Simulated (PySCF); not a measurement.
Compound: C2H10N2OSi2.
Numbering: `[SiH3:1][O:2][SiH:3]1[NH:4][CH2:5][CH2:6][NH:7]1`

Structure used (GFN2-xTB), in Å, numbered top down from 1:
```
atom  x, y, z in Å
Si1    3.1723    0.6620   -0.4841
O2     1.6733    0.4800    0.0834
Si3    0.3391   -0.1958    0.6985
N4    -0.4793   -1.1662   -0.4591
C5    -1.9082   -0.9872   -0.3215
C6    -2.1151    0.4801    0.0540
N7    -1.0143    0.8309    0.9245
H8     4.0681    0.7031    0.6726
H9     3.4945   -0.4699   -1.3530
H10    3.1562    1.9287   -1.2124
H11    0.7203   -0.8046    1.9710
H12   -0.2106   -2.1085   -0.6877
H13   -2.4173   -1.2306   -1.2586
H14   -2.3176   -1.6275    0.4721
H15   -2.1216    1.0973   -0.8544
H16   -3.0716    0.6171    0.5701
H17   -0.9752    1.8031    1.1748
```

Definitions: NICS(0) = −σiso at the ring centroid; NICS(1) = −σiso and NICS(1)zz = −σzz at ±1 Å along the ring normal z. Level: GIAO PBE0/pcSseg-1 (PySCF, non-relativistic, gas phase) on the GFN2-xTB geometry, one conformer.

Ring bond lengths (Å), with Mayer bond orders in brackets: Si3–N4 1.718 (0.97), N4–C5 1.447 (0.97), C5–C6 1.529 (1.04), C6–N7 1.447 (0.97), N7–Si3 1.714 (1.00).

Question: Give the NICS values of each ring in ppm.

Answer: 
```tsv
ring	type	NICS(0)	NICS(1), two faces	NICS(1)zz, two faces	rms pucker (Å)	centre to ring atoms, mean (Å)
Si3–N4–C5–C6–N7	5-membered ring with 2 N and Si; formal bonds all single	-7.7	-2.8 / -3.1	-2.2 / -3.7	0.15	1.32
```

Question: What do they say, and how far can they be read as aromaticity?

Answer: 
- Si3–N4–C5–C6–N7: mean NICS(1)zz -2.9 ppm, near zero. Si3, C5, C6 have four or more neighbours, so the value isn't read as a sign of a π ring current.

Question: What are the shieldings of the ring atoms and their hydrogens in the same run (means over atoms taken as equivalent)?

Answer: 
```
   atoms                   environment  σ isotropic (ppm)  principal values of the symmetric part, first atom (ppm)
     Si3          oxygen-bound silicon              391.3                                       367.4, 398.5, 408.1
 N4 (×2)        silicon-bound nitrogen              227.5                                       196.8, 221.7, 259.7
 C5 (×2)  sp3 carbon bound to nitrogen              141.0                                       122.4, 136.9, 163.7
     H11                 Si–H hydrogen              26.68                                          22.3, 25.0, 32.8
H12 (×2)                  N–H hydrogen              31.19                                          23.0, 28.5, 41.9
H13 (×2)            methylene hydrogen              28.28                                          23.8, 26.3, 35.1
H14 (×2)            methylene hydrogen              28.44                                          22.9, 26.2, 36.0
```
